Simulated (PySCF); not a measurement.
Stretching RbCl

Set-up: PySCF, spin-free X2C with a Gaussian nucleus, basis sets Rb x2c-TZVPPall, Cl x2c-TZVPPall. Energies in eV from Rb + Cl in their ground configurations at the same level. All curves are PBE0. state 1: ¹Σ⁺ (singlet), closed shell; state 2: triplet, unpaired electrons σ ↑, π ↑, a second solution, started from another occupation.

```csv
R (Å),state 1,state 2
2.393,-3.692,1.7155
2.505,-4.028,1.1706
2.616,-4.208,0.7920
2.700,-4.269,0.5874
2.783,-4.283,0.4333
2.866,-4.264,0.3179
2.978,-4.199,0.2080
3.117,-4.078,0.1194
3.284,-3.902,0.0573
3.507,-3.647,0.0152
```

Question: Put a parabola through the three lowest points of the state 1 curve and estimate Re, k and ωe (reduced mass 24.77 u; 1 eV/Å² = 0.16022 mdyn/Å; ωe = 1302.8·√(k/μ) cm⁻¹).

Answer: Through R = 2.7, 2.783, 2.866 Å the second-order coefficient is 2.40 eV/Å², so Re ≈ 2.777 Å, k ≈ 0.767 mdyn/Å and ωe ≈ 229 cm⁻¹. A polynomial fit of higher order to the unrounded PBE0 energies gives Re = 2.773 Å, k = 0.817 mdyn/Å, ωe = 237 cm⁻¹; anharmonicity and rounding make the difference.

The higher-order fit for each curve: state 1: Re = 2.773 Å, ωe = 237 cm⁻¹, De = 4.28 eV. State 2 gave no clean fit.
